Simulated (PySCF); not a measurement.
**Electron correlation in P⁺ (phosphorus, charge +1)**

[Ne] 3s2 3p2, high-spin 3P determinant. Computed with PySCF 2.14 in cc-pV(T+d)Z, with no relativity, point nucleus. Frozen: [Ne]; 4 electrons correlated.

MP2 pair energies summed by pair of shells (mhartree):

| pair | energy | share (%) |
| --- | --- | --- |
| 3s-3p | -38.88 | 62.2 |
| 3s-3s | -17.11 | 27.4 |
| 3p-3p | -6.52 | 10.4 |

Total MP2 correlation energy: -62.51 mhartree.

Same-spin part -10.56 and opposite-spin part -51.95 mhartree; SCS-MP2 scales them by 1/3 and 6/5 to -65.85 mhartree.

```
  level  correlation energy (mhartree)
   CCSD                         -82.89
    (T)                          -2.34
CCSD(T)                         -85.23
```

Diagnostics: T1 = 0.0100, D1 = 0.0252, largest double amplitude 0.103.

Is a single reference adequate?

Mostly. T1 lies below 0.03, but a double amplitude of this size points to a near-degeneracy that CCSD handles and MP2 describes poorly.
